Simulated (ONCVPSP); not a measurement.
# hafnium (Hf): variants of one ONCV potential

Base potential:

| Quantity | Value |
| --- | --- |
| Element | Hf |
| Generator | ONCVPSP 4.0.1 |
| Type | optimised norm-conserving Vanderbilt (ONCV) |
| Functional | PBE |
| Relativity | scalar-relativistic |
| Frozen core | [Kr] 4d10 4f14 |
| Valence charge | 12 |
| Reference configuration | 5s2 5p6 5d2 6s1 (charge +1) |
| Partial waves | 5s+6s: rc 1.80 bohr, ncon 4, nbas 9, qcut 6.8 1/bohr, 2 projectors; 5p: rc 1.50 bohr, ncon 5, nbas 9, qcut 5 1/bohr, 1 projector; 5d: rc 2.35 bohr, ncon 3, nbas 8, qcut 5.8 1/bohr, 2 projectors, debl 0.4 Ha |
| Local potential | polynomial inside 1.15 bohr (lpopt 5, dvloc0 0 Ha) |
| Core correction | Teter function fitted to the true core (icmod 2), fcfact 0.5 |

All-electron outer shells of the reference configuration (PBE, scalar-relativistic, ld1.x):

```json
{"shell": "5s", "level (eV)": "-73.94", "outermost node (bohr)": "0.55", "outermost maximum (bohr)": "1.01"}
{"shell": "5p", "level (eV)": "-42.51", "outermost node (bohr)": "0.60", "outermost maximum (bohr)": "1.16"}
{"shell": "4f", "level (eV)": "-23.76", "outermost node (bohr)": "–", "outermost maximum (bohr)": "0.45"}
{"shell": "6s", "level (eV)": "-10.97", "outermost node (bohr)": "1.36", "outermost maximum (bohr)": "2.78"}
{"shell": "5d", "level (eV)": "-9.21", "outermost node (bohr)": "0.67", "outermost maximum (bohr)": "1.67"}
```

Cutoffs, loose and tight: the cutoffs (Ha) at which the residual kinetic energy of the hardest occupied pseudo-wave falls to 1 and 0.1 mHa per electron. They do not see the model core or the augmentation charge, which bear on the density cutoff. Test errors are all-electron minus pseudo excitation energies from the reference, over the configurations 5s2 5p6 5d2 6s2; 5s2 5p6 5d2 6s0; 5s2 5p6 5d1 6s0; 5s2 5p6 5d2 6s0 6p2. A dash means not determined; rows that change the core or the reference have their own tests.

A true bound ghost makes a file unfit for plane-wave use even where its test errors are small: the radial tests pick states by their node count and pass the ghost by.

```csv
change,outcome,"cutoff, loose","cutoff, tight",bound ghosts,GHOST(+) flags above zero,largest test error (meV)
base,generated,95 Ha,115 Ha,d,s,+108
"p: rc 1.06; local potential polynomial inside 1.06 bohr (lpopt 5, dvloc0 0 Ha)",generated,193 Ha,235 Ha,none,"s, p, d",+95
p: rc 1.22,generated,137 Ha,168 Ha,d,s,+73
p: rc 1.36,generated,121 Ha,143 Ha,d,s,+86
p: rc 1.48,generated,99 Ha,119 Ha,d,s,+105
p: rc 1.6,generated,76 Ha,99 Ha,d,s,+127
p: rc 1.72,generated,30 Ha,82 Ha,d,s,+149
p: rc 1.92,generated,17 Ha,40 Ha,d,s,+183
p: rc 2.06,generated,17 Ha,20 Ha,d,s,+202
p: rc 2.18,generated,17 Ha,20 Ha,d,s,+211
```

Reading the sweep of the p radius (base included, trends over the rows without a ghost): Bound ghosts are found at 1.22, 1.36, 1.48, 1.5, 1.6, 1.72, 1.92, 2.06, 2.18 bohr.
